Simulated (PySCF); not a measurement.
Computed properties of C₄H₄BrCl, SMILES ClCC=C=CBr

C₄H₄BrCl, SMILES BrC=C=CCCl. Coordinates come from a PBE0-D3(BJ)/def2-SVP optimisation. The structure was generated by enumeration; whether it is a known compound was not checked. Other conformers were not sampled. All values are computed for the isolated molecule unless a solvent is named; none is compared with measurement here.

**Structure.** All 24 harmonic modes at PBE0-D3(BJ)/def2-SVP (PySCF) are real, so it is a minimum. With heavy atoms numbered as in [Cl:1][CH2:2][CH:3]=[C:4]=[CH:5][Br:6], the shortest bond between them is C4–C5 at 1.304 Å and the longest C5–Br6 at 1.890 Å.

**Vibrations.** The strongest infrared lines (harmonic, unscaled, degenerate partners summed) lie at 1216 cm⁻¹ (69 km/mol, H 81 %, C 19 %), 696 cm⁻¹ (49 km/mol, C 76 %, H 18 %), 774 cm⁻¹ (44 km/mol, C 56 %, H 33 %, Cl 11 %). The softest mode is at 50 cm⁻¹ and the zero-point energy is 41.9 kcal/mol.

**Electronic structure.** ωB97X/def2-TZVP (PySCF) places the frontier levels at -9.75 and 0.82 eV, a gap of 10.57 eV, and gives a dipole moment of 0.42 D and a mean polarisability of 84.8 bohr³. PBE/def2-TZVP (PySCF) at the same geometry gives -6.29 and -2.30 eV, so its gap is 6.58 eV narrower. An orbital gap is neither the optical nor the fundamental gap.

**Excitations.** TDDFT-CAM-B3LYP/def2-SVPD (PySCF) has S1 at 4.68 eV (265 nm, f = 0.001, dark); the most intense of the 10 singlets computed lies at 6.68 eV (f = 0.74). T1 (TDA) is at 4.13 eV. TDDFT-PBE/def2-SVPD (PySCF) puts S1 at 4.11 eV. No vertical singlet excitation falls in the visible range (under 3.1 eV).

**NMR.** GIAO shifts at B3LYP/pcSseg-1 (PySCF) (non-relativistic, atoms alike by connectivity averaged): ¹³C from 52.1 to 223.2 ppm against TMS; ¹H from 4.3 to 6.4 ppm against TMS. Without spin–orbit terms, shifts of atoms bonded to Cl or Br come out too high.

**Solvation.** SMD-PBE0/def2-SVP (PySCF) gives -2.2 kcal/mol in water, -6.7 kcal/mol in methanol, -6.9 kcal/mol in ethanol (1 M in both phases, gas-phase geometry); of these solvents ethanol holds the molecule best.
